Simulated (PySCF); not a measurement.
# How the method changes the constants of IO

State: ²Π (doublet), unpaired electrons π ↑. Set-up: I cc-pVTZ-PP with ECP28, O cc-pVTZ; scalar-relativistic core potentials (PySCF 2.14). De refers to I + O in their high-spin ground configurations, without counterpoise correction. The functionals are run spin-unrestricted. A positive dipole means I(−)O(+). Levels whose curve was spin-contaminated or gave no clean fit are not listed.

| Level | Re (Å) | ωe (cm⁻¹) | De (eV) | μ (D) | CPU s a point (SCF and correlation, without the integrals) |
| --- | --- | --- | --- | --- | --- |
| UHF-CCSD | 1.896 | 663 | 1.91 | n/a | n/a |
| UHF-CCSD(T) | 1.899 | 657 | 2.15 | n/a | 96 |
| PBE | 1.903 | 677 | 3.11 | -2.39 | 1.7 |
| PBEsol | 1.888 | 702 | 3.43 | -2.41 | 1.1 |
| BLYP | 1.925 | 646 | 2.94 | -2.44 | 1.2 |
| r²SCAN | 1.894 | 681 | 2.63 | -2.25 | 2.4 |
| PBE0 | 1.883 | 689 | 2.42 | -2.26 | 2.8 |
| B97-3 | 1.885 | 688 | 2.41 | -2.36 | 1.5 |

The bond length runs from 1.883 Å (PBE0) to 1.925 Å (BLYP). De spans 1.91 eV (UHF-CCSD, coupled cluster) to 3.43 eV (PBEsol, GGA).

Correlated steps freeze 5 core orbitals. These are scalar-relativistic numbers at best; spin–orbit coupling would shift them, the dissociation energy most. The CCSD T1 diagnostic is raised, a sign that a single reference may not be enough here. The state is the lowest determinant that a PBE0 search found; another state may lie lower at other levels.

The whole job (state search and all levels along the bond) took about 16 min on 1 thread of Arm Neoverse N1 (shared host), peak memory 1.2 GiB.
